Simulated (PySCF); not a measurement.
Pt⁵⁶⁺: ionisation energy

Pt⁵⁶⁺ [Ar] 3d4 (5D) → Pt⁵⁷⁺ [Ar] 3d3 (4F), as a difference of total energies. Computed with PySCF 2.14 in an uncontracted even-tempered set (17 s from 15 bohr⁻², ratio 2.5; 13 p from 19 bohr⁻², ratio 2.5; 7 d from 19 bohr⁻², ratio 2.5; 4 f from 70 bohr⁻², ratio 2.7; 3 g from 100 bohr⁻², ratio 2.7), with the spin-free X2C one-electron Hamiltonian (Gaussian nucleus). Correlated levels: outer shells: [Ne] frozen; virtual orbitals above 40 to 60 times the deepest correlated orbital energy dropped. The calculations carry no spin-orbit coupling.

```json
{"method": "UHF", "ionisation energy (eV)": "5611.8"}
{"method": "LDA", "ionisation energy (eV)": "5610.1"}
{"method": "PBE", "ionisation energy (eV)": "5609.0"}
{"method": "PBE0", "ionisation energy (eV)": "5610.2"}
{"method": "r2SCAN", "ionisation energy (eV)": "5609.1"}
{"method": "r2SCAN0", "ionisation energy (eV)": "5610.3"}
{"method": "M06-L", "ionisation energy (eV)": "5611.4"}
{"method": "MP2 (outer shells)", "ionisation energy (eV)": "5612.2"}
{"method": "SCS-MP2 (outer shells)", "ionisation energy (eV)": "5611.6"}
```

Spin-orbit coupling is strong in these open shells (close to jj coupling). The scalar numbers leave it out and a first-order estimate fails, so it can dominate the gap to the real levels.

Breit and QED terms and the two-electron picture change are absent.

For comparison: 5654 ± 5 eV (theoretical estimate listed by NIST; NIST Atomic Spectra Database, ionization energies).
